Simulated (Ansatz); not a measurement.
Reaction (redistribution): `C[O][GeH]([F])[AlH2]` + `CBNC` → `C[NH][GeH]([F])[O]C` + `C[BH][AlH2]`

Isolated molecules relaxed with PBE0-D4/def2-TZVP in Ansatz; ΔE leaves out vibrations. CCSD(T)/CBS adds triple-zeta CCSD(T) − MP2 to the extrapolated MP2 energy (def2 sets, frozen cores). DFT in def2-TZVPP. B3LYP here is the variant with VWN-RPA as its local correlation; programs differ in this. For Ge outer-core shells are correlated without core-valence functions, which leaves a few kJ/mol of doubt a bond. Scalar relativity is left out up to krypton. Each species was taken in one conformer, which may not be the lowest.

```csv
level,ΔE (kJ/mol),difference from CCSD(T)/CBS
PBE-D4,196.9,12.4
r2SCAN-D4,190.6,6.1
PBE0-D4,191.6,7.1
B3LYP-D4,194.9,10.4
ωB97X-V,183.3,-1.2
ωB97M-V,190.2,5.7
B2PLYP,192.4,7.9
PBE,198.3,13.8
r2SCAN,191.0,6.5
PBE0,192.9,8.4
B3LYP,197.2,12.7
HF/def2-TZVPP,174.9,-9.6
MP2/def2-TZVPP,185.7,1.2
SCS-MP2/def2-TZVPP,182.7,-1.8
CCSD/def2-TZVPP,181.1,-3.4
CCSD(T)/def2-TZVPP,182.9,-1.6
HF/def2-QZVPP,174.6,-9.9
MP2/def2-QZVPP,186.4,1.9
SCS-MP2/def2-QZVPP,183.0,-1.5
HF/CBS(def2),174.5,-10.0
MP2/CBS(def2),187.2,2.7
CCSD/CBS(def2),182.7,-1.8
CCSD(T)/CBS,184.5,0
```

Largest T1 diagnostic among the species: 0.012.

In def2-TZVPP, CCSD(T) changes the Hartree–Fock value by +8.0 kJ/mol (the triples alone add +1.8 kJ/mol) and MP2 by +10.7 kJ/mol. From PBE to PBE0 (25 % exact exchange), in def2-TZVPP and without D4, ΔE moves by −5.5 kJ/mol.
